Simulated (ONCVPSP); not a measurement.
## hafnium: one change to an ONCV potential, before and after

```json
{
  "Element": "Hf (Z = 72)",
  "Generator": "ONCVPSP 4.0.1",
  "Type": "optimised norm-conserving Vanderbilt (ONCV)",
  "Functional": "PBE",
  "Relativity": "scalar-relativistic",
  "Frozen core": "[Kr] 4d10 4f14",
  "Valence charge": "12",
  "Reference configuration": "5s2 5p6 5d2 6s2",
  "Partial waves": "5s+6s: rc 2.15 bohr, ncon 4, nbas 9, qcut 5.3 1/bohr, 2 projectors; 5p: rc 1.45 bohr, ncon 4, nbas 7, qcut 6.8 1/bohr, 2 projectors, debl 0.5 Ha; 5d: rc 2.25 bohr, ncon 4, nbas 7, qcut 3.8 1/bohr, 2 projectors, debl 3.6 Ha",
  "Local potential": "polynomial inside 1.05 bohr (lpopt 5, dvloc0 1 Ha)",
  "Core correction": "Teter function, fcfact 3.25, rcfact 1.1"
}
```

In the p channel the program set the typed energies aside and used -1.307, 0.250 Ha.

Change: local potential polynomial inside 1.40 bohr (lpopt 1, dvloc0 0 Ha).

Cutoffs: the cutoffs (Ha) at which the residual kinetic energy of the hardest occupied pseudo-wave falls to 1 and 0.1 mHa per electron; they do not see the model core or the augmentation charge, which bear on the density cutoff. Errors are all-electron minus pseudo energies relative to the spin-unpolarised reference configuration.

Question: Predict the effect on cutoff, ghosts and configuration errors.

Answer: The potential gets neither clearly harder nor softer (26 Ha and 63 Ha → 26 Ha and 63 Ha); the lowest positive-energy flag moves from s at 4.8 eV to none; of the 3 tests that both files solve, the error grows in 1 and shrinks in 0 by more than 15 % and 0.3 meV (median size 7.5 → 7.0 meV); the range in which the s phases agree widens (upper end 0.1 → 3.5); neither file shows a bound ghost.

```csv
quantity,base,changed
"cutoff, loose",26 Ha,26 Ha
"cutoff, tight",63 Ha,63 Ha
bound ghosts,none,none
GHOST(+) flags under 300 eV,"s at 4.8 eV, d at 229.9 eV, p at 257.9 eV",none
tests with a reliable result,3 of 4,3 of 4
"error for 5s2 5p6 5d2 6s1, meV [ΔE 7.98 eV]",-0.2,-0.7
"error for 5s2 5p6 5d2 6s0, meV [ΔE 22.16 eV]",+10,+9.9
"error for 5s2 5p6 5d1 6s2 6p1, meV [ΔE 1.96 eV]",+7.5,+7.0
s: phases at 2.18 bohr within 0.05 rad from the reference energy up to (Ha; the scan ends near 5),0.1,3.5
p: phases at 1.47 bohr within 0.05 rad from the reference energy up to (Ha; the scan ends near 5),to the end of the scan,to the end of the scan
d: phases at 2.29 bohr within 0.05 rad from the reference energy up to (Ha; the scan ends near 5),to the end of the scan,to the end of the scan
"rms error of d²Exc/dni dnj with the model core, mHa",3.35,3.35
```
